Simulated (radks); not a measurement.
Q: The mean radii <r> (bohr) of the occupied orbitals of an atom or ion are listed with their occupations. Calculated with a radial shooting solver on a logarithmic mesh with Libxc functionals: scalar-relativistic Kohn-Sham, r2SCAN, spin-unpolarised, spherical densities, finite nucleus; meta-GGA in the generalised Kohn-Sham scheme; Fermi nuclear charge, rms radius of each element as measured or else 0.836 A^(1/3) + 0.57 fm.

orbital  occ.      <r>
1s          2  0.02410
2s          2   0.1030
2p          6  0.09056
3s          2   0.2718
3p          6   0.2701
3d         10   0.2475
4s          2   0.6229
4p          6   0.6596
4d         10   0.7279
5s          2    1.514
5p          6    1.749
4f          3    1.145
6f          1    15.75

Name the element and its charge.

A: Z = 59, praseodymium, charge +1: Pr+ in [Xe] 4f3 6f1. The 1s radius gives Z: for a bare nucleus <r> = (2 gamma + 1)/(2Z) with gamma = sqrt(1 - (Z/c)^2), 0.02377 bohr for Z = 59, and screening makes it slightly larger (0.02410 here). The occupations add up to 58, and the charge is Z minus that.
